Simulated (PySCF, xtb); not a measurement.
VF5, SMILES [V]([F])([F])([F])([F])[F], multiplicity 1.

GFN2-xTB (xtb) at its own geometry gives an orbital gap of 3.82 eV and a dipole moment of 0.00 D.

Geometry optimised at B3LYP-D3(BJ)/def2-SVP. The spin state was assumed, not searched. The isomer is the one that the SMILES or the coordinates give; other isomers of the formula were not compared.

### Question
What does PBE/def2-TZVP in PySCF give? (Estimate from the structure and the level; the computed values follow.)

### Answer
gap 3.90 eV (levels -10.18 and -6.28 eV), dipole 0.00 D.
